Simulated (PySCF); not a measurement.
# Vibration and rotation of BSe⁺

UHF-CCSD(T) constants of BSe⁺, ³Π (triplet), unpaired electrons σ ↑, π ↑ (basis B jorge-DZP-DKH, Se jorge-DZP-DKH; spin-free X2C with a Gaussian nucleus; PySCF 2.14; masses 11.0093 and 79.9165 u):

```
ωe              : 812.0 cm⁻¹
ωexe            : 6.47 cm⁻¹
Be              : 0.52029 cm⁻¹
αe              : 0.00470 cm⁻¹
D (centrifugal) : 8.54e-07 cm⁻¹
De to B⁺ + Se   : 2.59 eV
```

Question: Give the vibrational terms G(v) and spacings up to v = 6.

Answer: G(v) = ωe(v+½) − ωexe(v+½)².

```tsv
v	G(v) (cm⁻¹)	G(v) − G(v−1)	Bv (cm⁻¹)
0	404		0.5179
1	1203	799	0.5132
2	1990	786	0.5085
3	2763	773	0.5038
4	3523	760	0.4991
5	4270	747	0.4944
6	5005	734	0.4897
```

Question: How well does the Morse estimate ωe²/(4ωexe) reproduce De, and what is D0?

Answer: It gives 3.16 eV, 122 % of the computed De. D0 = De − G(0) = 2.59 − 0.05 = 2.54 eV.

Correlated steps freeze 10 core orbitals. Correlated levels converge slowly with the basis: in double zeta they bind strong bonds too weakly, by up to about 1 eV, and carry superposition errors of some tenths. Spin–orbit coupling is left out. For an ion De counts to the pair picked by the measured ionisation energies or electron affinities, which need not be the lowest pair at this level. The state is the lowest determinant that a PBE0 search found; another state may lie lower at other levels.
